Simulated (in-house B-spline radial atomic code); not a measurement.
## Functionals against ionisation energies along an isoelectronic series: Sr to Mo⁴⁺

Ionisation energies as differences of self-consistent total energies from an all-electron radial atomic-structure program (B-spline basis): all electrons, radial basis limit, scalar-relativistic (one-electron X2C), spin-polarised at highest spin, spherical densities; exact exchange is averaged over the determinants of each configuration. No spin-orbit coupling, Breit or QED terms. NIST's values run from ground level to ground level, so in open shells the differences also hold multiplet and fine-structure energies that spherical high-spin averages miss. Columns give computed minus NIST, in eV; a star marks a semi-empirical value. Species are left out where the tabulated value is theory, is uncertain by more than 0.12 eV, or (13 ions, such as In⁴⁺, Te⁴⁺ and Bi⁴⁺) lies off its series for all methods alike, which flatters the means a little.

```json
{"species": "Sr", "shell": "5s", "NIST (eV)": "5.69", "LDA VWN5": "+0.17", "TPSSh": "-0.12", "CAM-B3LYP": "-0.01", "LC-wPBE": "-0.26", "revTPSS": "-0.09", "AM05": "-0.10"}
{"species": "Zr²⁺", "shell": "4d", "NIST (eV)": "23.17*", "LDA VWN5": "+0.12", "TPSSh": "-0.23", "CAM-B3LYP": "-0.12", "LC-wPBE": "-0.14", "revTPSS": "-0.28", "AM05": "-0.07"}
{"species": "Nb³⁺", "shell": "4d", "NIST (eV)": "37.61 ± 0.02", "LDA VWN5": "?", "TPSSh": "?", "CAM-B3LYP": "?", "LC-wPBE": "?", "revTPSS": "?", "AM05": "?"}
{"species": "Mo⁴⁺", "shell": "4d", "NIST (eV)": "54.42 ± 0.02*", "LDA VWN5": "-0.16", "TPSSh": "-0.42", "CAM-B3LYP": "-0.33", "LC-wPBE": "-0.26", "revTPSS": "-0.49", "AM05": "-0.33"}
```

Problem. What are the differences for Nb³⁺ ([Kr] 4d2)?

Solution. LDA VWN5 +0.02; TPSSh -0.27; CAM-B3LYP -0.17; LC-wPBE -0.14; revTPSS -0.34; AM05 -0.15 eV.

Problem. How do the methods rank, and which species is hardest?

Solution. Mean absolute (signed) differences: LDA VWN5 0.12 (+0.04) eV; CAM-B3LYP 0.16 (-0.16) eV; AM05 0.16 (-0.16) eV; LC-wPBE 0.20 (-0.20) eV; TPSSh 0.26 (-0.26) eV; revTPSS 0.30 (-0.30) eV. For Mo⁴⁺, which loses a 4d electron, the nearest method is off by -0.16 eV, the largest such miss.
